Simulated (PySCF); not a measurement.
Electric field gradients and quadrupole coupling constants

Species: C9H16O.
Structure used (GFN2-xTB), in Å, numbered top down from 1:
```xyz
26
C9H16O angstrom
C     -2.4717   -1.0922   -1.2037
C     -1.6690   -0.0434   -1.1631
C     -0.5160    0.1804   -0.2148
C     -1.0693    1.0840    0.9145
O     -2.0994    0.4752    1.6490
C      0.0164   -1.1381    0.3634
C      1.3186   -0.9679    1.1414
C      2.3842   -0.2946    0.2856
C      1.8864    1.0643   -0.1915
C      0.5960    0.9071   -0.9896
H     -3.2909   -1.1426   -1.9020
H     -2.3460   -1.9519   -0.5681
H     -1.8560    0.7907   -1.8299
H     -1.4209    2.0302    0.4727
H     -0.2915    1.3156    1.6423
H     -2.7633    0.1533    1.0251
H     -0.7363   -1.5650    1.0280
H      0.1832   -1.8346   -0.4616
H      1.1392   -0.3728    2.0379
H      1.6682   -1.9507    1.4654
H      3.3061   -0.1762    0.8584
H      2.6047   -0.9234   -0.5804
H      2.6419    1.5399   -0.8212
H      1.7172    1.7149    0.6681
H      0.8114    0.3298   -1.8929
H      0.2356    1.8907   -1.3018
```

Field gradients from the PBE0/pcSseg-1 density (PySCF, non-relativistic), principal values in atomic units, ordered |Vxx| ≤ |Vyy| ≤ |Vzz|:

```
atom     Vxx     Vyy      Vzz
  O5  0.0517  1.8408  -1.8925
```

Question: Find the asymmetry η = (Vxx − Vyy)/Vzz and the couplings χ = eQV/h (234.96 MHz × Q in barn × V in au), with Q(17O) = −0.0256 b.

Answer: 
```json
{"atom": "O5", "environment": "alcohol oxygen", "nucleus": "17O", "η": "0.95", "χzz (MHz)": "11.38", "χxx (MHz)": "-0.31", "χyy (MHz)": "-11.07"}
```

At O5 η is above 0.9: Vyy and Vzz are nearly equal in size and opposite in sign, so a small change could swap them and flip the sign of χzz. The tensor is traceless: Vxx + Vyy + Vzz = 0.

Question: What is Vzz at O5 in SI units (1 au = 9.71736 × 10²¹ V/m²)?

Answer: -1.8925 au = -18.390 × 10²¹ V/m².

Question: And the gradient at the other heavy atoms, for which no coupling is worked out here?

Answer: 
```json
{"atom": "C1", "environment": "terminal =CH2 carbon", "Vzz (au)": "0.307", "η": "0.40"}
{"atom": "C2", "environment": "alkene CH carbon", "Vzz (au)": "0.357", "η": "0.49"}
{"atom": "C3", "environment": "allylic carbon", "Vzz (au)": "-0.038", "η": "0.58"}
{"atom": "C4", "environment": "carbinol carbon (C–OH)", "Vzz (au)": "0.325", "η": "0.33"}
{"atom": "C6", "environment": "ring CH2 carbon", "Vzz (au)": "-0.062", "η": "0.83"}
{"atom": "C7", "environment": "ring CH2 carbon", "Vzz (au)": "-0.038", "η": "0.62"}
{"atom": "C8", "environment": "ring CH2 carbon", "Vzz (au)": "-0.033", "η": "0.39"}
{"atom": "C9", "environment": "ring CH2 carbon", "Vzz (au)": "-0.035", "η": "0.75"}
{"atom": "C10", "environment": "ring CH2 carbon", "Vzz (au)": "0.044", "η": "0.83"}
```

Were the hydrogens deuterons (Q(2H) = 0.00286 b), χzz would run from 189 kHz (H14) to 301 kHz (H16).

Geometry: GFN2-xTB, one conformer, isolated molecule. GFN2-xTB bond lengths can be off by several hundredths of an ångström, more for odd bonds, and the gradients follow them. The basis is small and wasn't made for field gradients, so the couplings can be 20 % off.
